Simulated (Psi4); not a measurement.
O₃W, singlet, geometry from GFN2-xTB (such geometries of metal compounds can be far from the true shape) (core potentials on W); SVWN/def2-SVP in Psi4.

The Psi4 input:
```
memory 2 GB

molecule mol {
0 1
W     0.000000   -0.000000    0.000000
O     1.553260   -0.324377   -0.692671
O    -0.502382   -0.837652    1.429539
O    -1.050878    1.162029   -0.736868
}

set {
  basis def2-svp
  reference rks
}

energy('svwn')
print_variables()
```

### Question
Write the output that Psi4 gives for this input, abridged.

### Answer

```
   => Loading Basis Set <=

    Name: DEF2-SVP
    Role: ORBITAL
    Keyword: BASIS

    !!!  WARNING: ECP capability is in beta. Please check occupations closely.  !!!

         ---------------------------------------------------------
                                   SCF
               by Justin Turney, Rob Parrish, Andy Simmonett
                          and Daniel G. A. Smith
                              RKS Reference
         ---------------------------------------------------------

  ==> Geometry <==

    Molecular point group: cs
    Full point group: Cs

    Geometry (in Angstrom), charge = 0, multiplicity = 1:

       Center              X                  Y                   Z               Mass
    ------------   -----------------  -----------------  -----------------  -----------------
         W           -0.000000000000     0.000000000000     0.000000000000   183.950930920000
         O            0.345871090027    -1.696467909821     0.000000000000    15.994914619570
         O           -1.642119903124     0.548700759352     0.000000000000    15.994914619570
         O            1.296248813096     1.147767150469     0.000000000000    15.994914619570

  Running in cs symmetry.

  Rotational constants: A =      0.23439  B =      0.23439  C =      0.11720 [cm^-1]
  Rotational constants: A =   7026.93545  B =   7026.93481  C =   3513.46757 [MHz]
  Nuclear repulsion =  136.576216230794302

  Charge       = 0
  Multiplicity = 1
  Electrons    = 38
  Nalpha       = 19
  Nbeta        = 19

  ==> Algorithm <==

  SCF Algorithm Type is DF.
  DIIS enabled.
  MOM disabled.
  Fractional occupation disabled.
  Guess Type is SAD.
  Energy threshold   = 1.00e-06
  Density threshold  = 1.00e-06
  Integral threshold = 1.00e-12

  ==> Primary Basis <==

  Basis Set: DEF2-SVP
    Blend: DEF2-SVP
    Number of shells: 30
    Number of basis functions: 74
    Number of Cartesian functions: 82
    Spherical Harmonics?: true
    Max angular momentum: 3

  Core potential: DEF2-SVP
    Number of shells: 4
    Number of ECP primitives: 10
    Number of ECP core electrons: 60
    Max angular momentum: 3

  ==> DFT Potential <==

   => LibXC <=

    Version 7.1.2
    S. Lehtola, C. Steigemann, M. J. T. Oliveira, and M. A. L. Marques,  SoftwareX 7, 1–5 (2018) (10.1016/j.softx.2017.11.002)

   => Composite Functional: SVWN <=

    Slater exchange
    Vosko, Wilk & Nusair (VWN5_RPA)
    P. A. M. Dirac,  Math. Proc. Cambridge Philos. Soc. 26, 376 (1930) (10.1017/S0305004100016108)
    F. Bloch,  Z. Phys. 57, 545 (1929) (10.1007/BF01340281)
    S. H. Vosko, L. Wilk, and M. Nusair,  Can. J. Phys. 58, 1200 (1980) (10.1139/p80-159)

    Deriv               =              1
    GGA                 =          FALSE
    Meta                =          FALSE

    Exchange Hybrid     =          FALSE
    MP2 Hybrid          =          FALSE

   => Exchange Functionals <=

    1.0000         XC_LDA_X

   => Correlation Functionals <=

    1.0000   XC_LDA_C_VWN_RPA

   => LibXC Density Thresholds  <==

    XC_LDA_C_VWN_RPA:  1.00E-15
    XC_LDA_X:  1.00E-15

   => Molecular Quadrature <=

    Radial Scheme          =       TREUTLER
    Pruning Scheme         =           NONE
    Nuclear Scheme         =       TREUTLER

    Blocking Scheme        =         OCTREE
    BS radius alpha        =              1
    Pruning alpha          =              1
    Radial Points          =             75
    Spherical Points       =            302
    Total Points           =          87837
    Total Blocks           =            744
    Max Points             =            256
    Max Functions          =             73
    Weights Tolerance      =       1.00E-15

   => Loading Basis Set <=

    Name: (DEF2-SVP AUX)
    Role: JKFIT
    Keyword: DF_BASIS_SCF

  ==> Integral Setup <==

  SCF_SUBTYPE=INCORE selected. In-core MEM_DF algorithm will be used.
  Using in-core AOs.

  ==> MemDFJK: Density-Fitted J/K Matrices <==

    J tasked:                   Yes
    K tasked:                    No
    wK tasked:                   No
    Algorithm:                 Core
    Schwarz Cutoff:           1E-12
    Mask sparsity (%):       1.8627
    Fitting Condition:        1E-10

   => Auxiliary Basis Set <=

  Basis Set: (DEF2-SVP AUX)
    Blend: DEF2-UNIVERSAL-JKFIT
    Number of shells: 120
    Number of basis functions: 458
    Number of Cartesian functions: 620
    Spherical Harmonics?: true
    Max angular momentum: 6

  Minimum eigenvalue in the overlap matrix is 1.1999376280E-02.
  Reciprocal condition number of the overlap matrix is 2.9873674939E-03.
    Using symmetric orthogonalization.

  ==> Pre-Iterations <==

  SCF Guess: Superposition of Atomic Densities via on-the-fly atomic UHF (no occupation information).

   -------------------------
    Irrep   Nso     Nmo
   -------------------------
     A'        52      52
     A"        22      22
   -------------------------
    Total      74      74
   -------------------------

  ==> Iterations <==

                           Total Energy        Delta E     RMS |[F,P]|

   @DF-RKS iter SAD:  -290.81193281357139   -2.90812e+02   0.00000e+00
   @DF-RKS iter   1:  -290.46955432987170    3.42378e-01   2.99016e-02 DIIS/ADIIS
   @DF-RKS iter   2:  -278.49497117835932    1.19746e+01   8.12127e-02 DIIS/ADIIS
   @DF-RKS iter   3:  -289.79604793709831   -1.13011e+01   3.55958e-02 DIIS/ADIIS
   @DF-RKS iter   4:  -290.98280755215262   -1.18676e+00   2.30113e-02 DIIS/ADIIS
   @DF-RKS iter   5:  -291.65803564762621   -6.75228e-01   4.85917e-03 DIIS/ADIIS
   @DF-RKS iter   6:  -291.53438761164040    1.23648e-01   1.08989e-02 DIIS/ADIIS
   @DF-RKS iter   7:  -291.68455390112820   -1.50166e-01   2.64959e-03 DIIS/ADIIS
   @DF-RKS iter   8:  -291.69390541408029   -9.35151e-03   6.93787e-04 DIIS/ADIIS
   @DF-RKS iter   9:  -291.69454883551413   -6.43421e-04   1.49475e-04 DIIS/ADIIS
   @DF-RKS iter  10:  -291.69457975272110   -3.09172e-05   4.46287e-05 DIIS
   @DF-RKS iter  11:  -291.69458207458564   -2.32186e-06   1.74152e-05 DIIS
   @DF-RKS iter  12:  -291.69458243925618   -3.64671e-07   4.93076e-06 DIIS
   @DF-RKS iter  13:  -291.69458247567241   -3.64162e-08   6.71450e-07 DIIS
  Energy and wave function converged.

  ==> Post-Iterations <==

   Electrons on quadrature grid:
      Ntotal   =   37.9999624998 ; deviation = -3.750e-05

    Orbital Energies [Eh]
    ---------------------

    Doubly Occupied:

       1Ap   -18.655840     2Ap   -18.655635     3Ap   -18.655627
       4Ap    -2.959818     1App   -1.663843     5Ap    -1.660396
       6Ap    -1.660396     7Ap    -0.880120     8Ap    -0.837317
       9Ap    -0.837312    10Ap    -0.420988    11Ap    -0.420984
       2App   -0.406748     3App   -0.406742    12Ap    -0.389612
       4App   -0.337282    13Ap    -0.308296    14Ap    -0.302675
      15Ap    -0.302671

    Virtual:

      16Ap    -0.279339     5App   -0.151624     6App   -0.151619
       7App   -0.036691    17Ap    -0.020562    18Ap    -0.001762
      19Ap    -0.001760    20Ap     0.031085    21Ap     0.031086
      22Ap     0.153148     8App    0.188311     9App    0.188312
      23Ap     0.216909    24Ap     0.251179    25Ap     0.251181
      10App    0.492131    26Ap     0.629533    27Ap     0.629540
      11App    0.826874    12App    0.826877    28Ap     0.831839
      13App    0.836639    29Ap     0.856587    30Ap     0.894705
      31Ap     0.894715    32Ap     0.936339    14App    0.971323
      15App    1.008496    16App    1.008498    33Ap     1.123887
      34Ap     1.123892    35Ap     1.145778    36Ap     1.150498
      37Ap     1.150511    38Ap     1.188094    39Ap     1.372181
      40Ap     1.372184    41Ap     1.489912    17App    2.477517
      42Ap     2.499132    43Ap     2.499180    18App    2.507224
      19App    2.507325    44Ap     2.529563    45Ap     2.602752
      46Ap     2.602754    20App    2.690526    21App    2.690572
      22App    2.740601    47Ap     2.998878    48Ap     3.092447
      49Ap     3.092457    50Ap     3.131059    51Ap    67.853604
      52Ap   575.875986

    Final Occupation by Irrep:
             Ap   App
    DOCC [    15,    4 ]
    NA   [    15,    4 ]
    NB   [    15,    4 ]

  @DF-RKS Final Energy:  -291.69458247567241

   => Energetics <=

    Nuclear Repulsion Energy =            136.5762162307943015
    One-Electron Energy =                -694.7229473795993044
    Two-Electron Energy =                 298.7533845138234483
    DFT Exchange-Correlation Energy =     -32.3012358406909073
    Empirical Dispersion Energy =           0.0000000000000000
    VV10 Nonlocal Energy =                  0.0000000000000000
    Total Energy =                       -291.6945824756724051

Computation Completed

Properties will be evaluated at   0.000000,   0.000000,   0.000000 [a0]

Properties computed using the SCF density matrix

 Multipole Moments:

 ------------------------------------------------------------------------------------
     Multipole            Electronic (a.u.)      Nuclear  (a.u.)        Total (a.u.)
 ------------------------------------------------------------------------------------

 L = 1.  Multiply by 2.5417464519 to convert [e a0] to [Debye]
 Dipole X            :         -0.0000391            0.0000000           -0.0000391
 Dipole Y            :         -0.0000013           -0.0000000           -0.0000013
 Dipole Z            :          0.0000000            0.0000000            0.0000000
 Magnitude           :                                                    0.0000391

 ------------------------------------------------------------------------------------

  Variable Map:
  ----------------------------------------------------------------------------
  "CURRENT ENERGY"              =>    -291.694582475672
  "CURRENT REFERENCE ENERGY"    =>    -291.694582475672
  "DD SOLVATION ENERGY"         =>       0.000000000000
  "DFT FUNCTIONAL TOTAL ENERGY" =>    -291.694582475672
  "DFT TOTAL ENERGY"            =>    -291.694582475672
  "DFT VV10 ENERGY"             =>       0.000000000000
  "DFT XC ENERGY"               =>     -32.301235840691
  "GRID ELECTRONS ALPHA"        =>      18.999981249922
  "GRID ELECTRONS BETA"         =>      18.999981249922
  "GRID ELECTRONS TOTAL"        =>      37.999962499845
  "NUCLEAR REPULSION ENERGY"    =>     136.576216230794
  "ONE-ELECTRON ENERGY"         =>    -694.722947379599
  "PCM POLARIZATION ENERGY"     =>       0.000000000000
  "PE ENERGY"                   =>       0.000000000000
  "SCF ITERATION ENERGY"        =>    -291.694582475672
  "SCF ITERATIONS"              =>      13.000000000000
  "SCF TOTAL ENERGY"            =>    -291.694582475672
  "TWO-ELECTRON ENERGY"         =>     298.753384513823
  "XC GRID RADIAL POINTS"       =>      75.000000000000
  "XC GRID SPHERICAL POINTS"    =>     302.000000000000
  "XC GRID TOTAL POINTS"        =>   87837.000000000000

  Array Variable Map:
  ----------------------------------------------------------------------------
  "CURRENT DIPOLE"              =>      -0.000039119871 ... 0.000000000000 1 by 3
  "SCF DIPOLE"                  =>      -0.000039119871 ... 0.000000000000 1 by 3
  "SCF TOTAL ENERGIES"          =>    -290.811932813571 ... -291.694582475672 1 by 14
```
